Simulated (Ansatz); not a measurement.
Relaxation of the cluster VSe₂⁺ with RKS PBE-D4/def2-TZVP.

```sh
$ ansatz run in.yaml --threads 2 --pin off --events-out ev --progress --plain --max-ram 4352MiB
```

```yaml
crystal:
  periodic: [false, false, false]
  atoms:
    - {symbol: V, position_ang: [0.288087, 0.489635, 0.596282]}
    - {symbol: Se, position_ang: [1.505988, -0.371373, -0.991407]}
    - {symbol: Se, position_ang: [-1.794065, -0.118272, 0.395124]}
basis:
  gaussian: {orbitals: def2-TZVP}
total_charge: 1
hamiltonian: {xc: pbe, dispersion: d4}
scf: {lower_state_search: "off"}
output: {orbitals: {seedname: orbitals}}
relax: {f_tol: 0.02, max_steps: 100}
```

Run time 10 s (2 threads of AMD EPYC 7R43 on a shared host).

Positions (Å) and forces (eV/Å) at steps 1, 2, 4 of 4:

```xyz
3
step=1 energy=-156354.8513 eV
V     0.288    0.490    0.596   -0.174   -0.296   -0.361
Se    1.506   -0.371   -0.991   -0.527    0.195    0.438
Se   -1.794   -0.118    0.395    0.701    0.101   -0.078
3
step=2 energy=-156354.8796 eV
V     0.304    0.517    0.630   -0.070   -0.119   -0.145
Se    1.412   -0.379   -0.972    0.147    0.051    0.026
Se   -1.716   -0.139    0.342   -0.077    0.068    0.119
3
step=4 energy=-156354.8867 eV
V     0.296    0.503    0.612    0.000    0.001    0.001
Se    1.443   -0.373   -0.975    0.000    0.000    0.000
Se   -1.739   -0.129    0.362    0.000    0.000    0.000
```

The structure comes from a short search, and lower isomers may exist.
